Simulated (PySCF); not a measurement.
**How methods differ on the excitation energy of Sn**

Sn [Kr] 4d10 5s2 5p2 (3P) → Sn [Kr] 4d10 5s1 5p2 5d1 (high-spin determinant), as a difference of total energies. All numbers are calculated (PySCF 2.14, scalar relativity by spin-free X2C-1e, in aug-cc-pVTZ-DK3 (8s7p5d2f, 68 functions)). Correlated levels: valence: [Kr] 4d10 frozen. The calculations carry no spin-orbit coupling.

```json
{"method": "UHF", "excitation energy (cm⁻¹)": "77827"}
{"method": "MP2 (valence)", "excitation energy (cm⁻¹)": "84297"}
{"method": "SCS-MP2 (valence)", "excitation energy (cm⁻¹)": "86783"}
{"method": "CCSD (valence)", "excitation energy (cm⁻¹)": "84878"}
{"method": "CCSD(T) (valence)", "excitation energy (cm⁻¹)": "84778"}
```

A first-order spin-orbit estimate (lowest level to lowest level, LS coupling) adds 0.022 eV.

The upper state lies above the first ionisation limit, but in LS coupling its spin forbids autoionisation to the ground ion; at this Z spin-orbit coupling breaks that rule.

The promoted electron is Rydberg-like, and one or two diffuse shells describe it only roughly, which tends to raise the upper state.

The coupled-cluster amplitudes are large for the upper state (T1 above 0.03 or a double amplitude above 0.15), so a single reference is strained.

The determinant of the upper state mixes LS terms, which raises its energy above the lowest term, most at the Hartree-Fock and MP2 levels.
